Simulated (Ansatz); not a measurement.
arsine (H3As), singlet, geometry from GFN2-xTB. Base run: SVWN5/6-31G** (Ansatz, an electronic-structure program).

Geometry (Å):
```xyz
4

As    -0.0012    -0.0006     0.0729
H     -0.6920    -0.9804    -0.8218
H     -0.4885     1.1114    -0.8010
H      1.2211    -0.1110    -0.7823
```
Charge 0, spin multiplicity 1.
All else is at Ansatz's defaults.
Base energy -2234.06657 Eh.

Variants of this job, named by their change:

```json
[
 {"change": "base", "ΔE vs base (µEh)": "0.0"},
 {"change": "accuracy = high", "ΔE vs base (µEh)": "0.3"},
 {"change": "final_grid = 14, 28, 59", "ΔE vs base (µEh)": "0.0"},
 {"change": "nuclear_model = gaussian", "ΔE vs base (µEh)": "[?]"},
 {"change": "final_grid = 6, 12, 29", "ΔE vs base (µEh)": "-0.9"},
 {"change": "forces = on", "ΔE vs base (µEh)": "0.0"},
 {"change": "point_charge = charge:1.0 position_ang:-1.6319, -3.8968, -0.5846", "ΔE vs base (µEh)": "-2031"},
 {"change": "lower_state_search = off", "ΔE vs base (µEh)": "0.0"},
 {"change": "lower_state_search = light", "ΔE vs base (µEh)": "0.0"},
 {"change": "final_grid = 4, 8, 17", "ΔE vs base (µEh)": "34.0"},
 {"change": "point_charge = charge:0.5 position_ang:-1.7422, 3.671, -1.7697", "ΔE vs base (µEh)": "382"}
]
```

Task: Complete the blanks.

Result: 
- nuclear_model = gaussian, ΔE vs base (µEh): 9594
